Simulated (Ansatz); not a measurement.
Consider the redistribution: `FC(F)=NP` + `CB(N)[SiH3]` → `CB(N)P` + `FC(F)=N[SiH3]`.

Calculated with Ansatz (gas phase, PBE0-D4/def2-TZVP geometries, no zero-point term in ΔE). CBS: MP2 limit from def2 TZ/QZ plus the TZ coupled-cluster correction, frozen cores. DFT in def2-TZVPP. Each species was taken in one conformer, which may not be the lowest.

`FC(F)=NP`:

Cartesian coordinates in Å:
```
F 0.221 1.687 -0.650
C 0.780 0.858 0.215
F 1.669 1.528 0.904
N 0.536 -0.336 0.378
P -0.499 -1.296 -0.587
H -1.619 -0.429 -0.744
H -1.088 -2.012 0.484
```

`CB(N)[SiH3]`:

Z-matrix (Å, degrees):
```
C
B 1 1.573
H 1 1.095 2 110.8
H 1 1.095 2 113.7 3 121.7
H 1 1.095 2 110.7 3 -116.7
N 2 1.392 1 120.4 3 -121.9
Si 2 2.029 1 121.5 3 58.1
H 6 1.006 2 123.8 1 -180.0
H 6 1.009 2 122.7 1 0.1
H 7 1.492 2 111.7 1 59.2
H 7 1.494 2 112.3 1 179.6
H 7 1.492 2 111.6 1 -60.0
```

`CB(N)P`:

Z-matrix (Å, degrees):
```
C
B 1 1.573
H 1 1.094 2 111.6
H 1 1.094 2 113.3 3 122.0
H 1 1.095 2 110.2 3 -117.4
N 2 1.394 1 120.8 3 -128.6
P 2 1.937 1 119.5 3 46.7
H 6 1.005 2 124.1 1 -178.9
H 6 1.007 2 122.3 1 1.1
H 7 1.420 2 98.9 1 146.9
H 7 1.417 2 97.1 1 50.7
```

`FC(F)=N[SiH3]`:

Cartesian coordinates in Å:
```
F -1.867 1.507 1.322
C -0.813 0.833 0.928
F 0.083 0.912 1.899
N -0.718 0.252 -0.146
Si 0.571 -0.678 -0.837
H 0.036 -2.033 -1.107
H 0.950 -0.020 -2.110
H 1.759 -0.775 0.050
```

| level | ΔE (kJ/mol) | difference from CCSD(T)/CBS |
| --- | --- | --- |
| B97M-V | -103.3 | 1.4 |
| r2SCANh-D4 | -104.1 | 0.6 |
| r2SCAN0-D4 | -105.6 | -0.9 |
| revPBE | -90.5 | 14.2 |
| BLYP | -93.0 | 11.7 |
| BHLYP | -104.8 | -0.1 |
| CAM-B3LYP | -100.8 | 3.9 |
| HF/def2-SVP | -112.5 | -7.8 |
| MP2/def2-SVP | -110.5 | -5.8 |
| MP2/def2-QZVPP | -112.1 | -7.4 |
| CCSD(T)/CBS | -104.7 | 0 |

Largest T1 diagnostic among the species: 0.014.

At CCSD(T), def2-SVP lies +3.3 kJ/mol from the extrapolated value and def2-TZVPP +1.5 kJ/mol. From PBE to PBE0 (25 % exact exchange), in def2-TZVPP and without D4, ΔE moves by −6.3 kJ/mol.
